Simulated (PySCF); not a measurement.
## UHF on Al²⁺ (aluminium, charge +2)

Configuration: [Ne] 3s1, 2S determinant. Calculation: PySCF 2.14, in aug-cc-pVDZ-DK (5s4p2d, 27 functions); scalar relativity by spin-free X2C-1e.

```json
{
 "Total energy": "-241.457821 hartree",
 "One-electron energy": "-327.8584 hartree",
 "Hartree (Coulomb) energy": "104.1331 hartree",
 "Exchange energy": "-17.7326 hartree",
 "⟨S²⟩": "0.7500",
 "⟨L²⟩": "0.000",
 "Sum of ⟨r⟩": "7.325 bohr",
 "Sum of ⟨r²⟩": "9.433 bohr²",
 "Langevin diamagnetic susceptibility": "-7.47 ×10⁻⁶ cm³/mol"
}
```

```csv
shell,electrons,mean orbital energy (hartree),"rms radius, mean of both spins (bohr)"
1s α,1,-59.41180,0.139
1s β,1,-59.40141,0.139
2s α,1,-5.69374,0.675
2s β,1,-5.67012,0.675
2p α,3,-3.97918,0.672
2p β,3,-3.97034,0.672
3s α,1,-1.03165,2.40
```

Densities and radii are taken from the X2C orbitals without a picture-change correction, which distorts them close to the nucleus.
